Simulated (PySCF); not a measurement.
Isomers of C6H13NO, mass 115.100 u with the commonest isotopes. Theory: PBE0-D3(BJ)/def2-SVP geometry optimisation, gas phase (PySCF 2.14.0). One conformer each, none proved a minimum here; rigid rotors.

Question: Order these by rotational constant A, largest first.
A. `[CH3:1][N:2]1[CH2:3][CH2:4][CH:5]([OH:6])[CH2:7][CH2:8]1` with C4–C5–O6–H -62°, C1–N2–C3–C4 -173°, N2–C3–C4–C5 -56°, C3–C4–C5–O6 179°, C4–C5–C7–C8 -53°
B. `[CH3:1][CH2:2][N:3]([CH2:4][CH3:5])[C:6]([CH3:7])=[O:8]` with C1–C2–N3–C4 92°, C2–N3–C4–C5 85°, C2–N3–C6–C7 180°
C. `[CH3:1][C:2](=[O:3])[NH:4][C:5]([CH3:6])([CH3:7])[CH3:8]` with C1–C2–N4–C5 -179° (N-tert-butylacetamide)

Answer: A (4443 MHz), C (3308 MHz), B (2073 MHz).

Question: Order these by dipole moment, smallest first.
A. `[CH3:1][C:2](=[O:3])[NH:4][C:5]([CH3:6])([CH3:7])[CH3:8]` with C1–C2–N4–C5 -179°
B. `[CH3:1][CH2:2][N:3]([CH2:4][CH3:5])[C:6]([CH3:7])=[O:8]` with C1–C2–N3–C4 92°, C2–N3–C4–C5 85°, C2–N3–C6–C7 180°
C. `[CH3:1][N:2]1[CH2:3][CH2:4][CH:5]([OH:6])[CH2:7][CH2:8]1` with C4–C5–O6–H -62°, C1–N2–C3–C4 -173°, N2–C3–C4–C5 -56°, C3–C4–C5–O6 179°, C4–C5–C7–C8 -53° (N-methyl-4-piperidinol)

Answer: C (1.50 D), A (3.55 D), B (3.70 D).

Question: Order these by out-of-plane moment Σ m c² = (Ia + Ib − Ic)/2, largest first.
A. `[CH3:1][CH2:2][N:3]([CH2:4][CH3:5])[C:6]([CH3:7])=[O:8]` with C1–C2–N3–C4 92°, C2–N3–C4–C5 85°, C2–N3–C6–C7 180°
B. `[CH3:1][C:2](=[O:3])[NH:4][C:5]([CH3:6])([CH3:7])[CH3:8]` with C1–C2–N4–C5 -179°
C. `[CH3:1][N:2]1[CH2:3][CH2:4][CH:5]([OH:6])[CH2:7][CH2:8]1` with C4–C5–O6–H -62°, C1–N2–C3–C4 -173°, N2–C3–C4–C5 -56°, C3–C4–C5–O6 179°, C4–C5–C7–C8 -53° (N-methyl-4-piperidinol)

Answer: B (57.15 u·Å²), A (33.84 u·Å²), C (15.81 u·Å²).

| SMILES | point group | Ia (u·Å²) | Ib (u·Å²) | Ic (u·Å²) | κ | μa (D) | μb (D) | μc (D) |
| --- | --- | --- | --- | --- | --- | --- | --- | --- |
| CC(=O)NC(C)(C)C | – | 152.77 | 367.51 | 405.98 | -0.87 | 1.08 | 3.38 | 0.02 |
| CN1CCC(O)CC1 | Cs | 113.74 | 365.59 | 447.70 | -0.85 | 1.36 | 0.00 | 0.63 |
| CCN(CC)C(C)=O | C1 | 243.76 | 258.93 | 435.00 | 0.73 | 2.50 | 2.45 | 1.19 |
